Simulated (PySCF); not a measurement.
**Relaxation of singlet PdI₃⁺**

These are results of PBE0 in PySCF with Pd def2-SVP with ECP28, I def2-SVP with ECP28; scalar-relativistic core potentials, no spin–orbit coupling; density-fitted integrals, not measurements. A (50,194) grid was used.

A hand-made trigonal pyramidal start, of C3v symmetry, held to at least that symmetry:

Coordinates in bohr (charge 1 multiplicity 1):
```
Pd    0.0000    0.0000   -1.7209
I     4.1370    0.0000    0.4787
I    -2.0685    3.5827    0.4787
I    -2.0685   -3.5827    0.4787
```

Optimiser trace:
| step | E − E(last) (kJ/mol) | largest gradient (Eh/bohr) |
| --- | --- | --- |
| 0 | 3.94 | 0.00796 |
| 1 | 2.88 | 0.00497 |
| 2 | 1.66 | 0.00974 |
| 3 | 0.65 | 0.00415 |
| 4 | 0.13 | 0.00185 |
| 5 | 0.00 | 0.00028 |
| 6 | 0.00 | 0.00001 |

It ends at C3v with Pd–I 2.497 Å (×3); I–Pd–I 93.9° (×3) (after a last refinement on a finer grid). A frequency run shows a minimum. Other isomers or separated fragments may lie lower.

Final geometry:
Coordinates in bohr (charge 1 multiplicity 1):
```
Pd    0.0000    0.0000   -1.9823
I     3.9827    0.0000    0.5491
I    -1.9914    3.4491    0.5491
I    -1.9914   -3.4491    0.5491
```

The relaxation took of the order of 110 core-seconds on a shared host.
